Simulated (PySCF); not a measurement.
PySCF input for B(CCH)2(OH) (C₄H₃BO), SMILES C#CB(C#C)O, IEF-PCM-B3LYP/def2-SVP. Coordinates come from a PBE-D3(BJ)/def2-SVP optimisation. Other conformers were not sampled.

```python
import numpy as np
from pyscf import gto, scf, dft
from pyscf.solvent import pcm

mol = gto.M(
    atom='''
    B    -0.42475690   -0.00944792    0.00000000
    C     0.38141409    1.30172904    0.00000000
    C     1.01371006    2.35642093    0.00000000
    H     1.57818045    3.27992398    0.00000000
    C     0.29416118   -1.36410761    0.00000000
    C     0.90787754   -2.42889072    0.00000000
    H     1.44111404   -3.37050523    0.00000000
    O    -1.79285990    0.00372012    0.00000000
    H    -2.13560797    0.91715012    0.00000000
    ''',
    basis='def2-SVP',
    charge=0,
    spin=0,
    max_memory=1600,
    verbose=3,
)
mf = dft.RKS(mol, xc='b3lyp').density_fit(auxbasis='def2-universal-jkfit')
mf.grids.level = 3
mf.conv_tol = 1e-9
mf.max_cycle = 100
mf.kernel()
res = {}
for name, eps in {'water': 78.355, 'benzene': 2.2706, '2-propanol': 19.264}.items():
    s = mf.PCM()
    s.with_solvent.method, s.with_solvent.eps, s.with_solvent.lebedev_order = 'IEF-PCM', eps, 29
    s.kernel(mf.make_rdm1())
    res[name] = (s.e_tot, eps, s.dip_moment(), s.mo_energy, s.converged)
    print(f'{name}: electrostatic solvation free energy {(s.e_tot - mf.e_tot) * 627.509474:.3f} kcal/mol')
```

Program output:

```
converged SCF energy = -254.056131764968

WARN: PCM is an experimental feature. It is still in testing.
Features and APIs may be changed in the future.

converged SCF energy = -254.067791146201
Dipole moment(X, Y, Z, Debye):  0.41755,  1.89625, -0.00000
water: electrostatic solvation free energy -7.316 kcal/mol

WARN: PCM is an experimental feature. It is still in testing.
Features and APIs may be changed in the future.

converged SCF energy = -254.061140484572
Dipole moment(X, Y, Z, Debye):  0.36643,  1.68208, -0.00000
benzene: electrostatic solvation free energy -3.143 kcal/mol

WARN: PCM is an experimental feature. It is still in testing.
Features and APIs may be changed in the future.

converged SCF energy = -254.067006995108
Dipole moment(X, Y, Z, Debye):  0.41215,  1.87038, -0.00000
2-propanol: electrostatic solvation free energy -6.824 kcal/mol
```

Self-consistency was reached.

Cost: about 70 core-seconds (a rough figure).
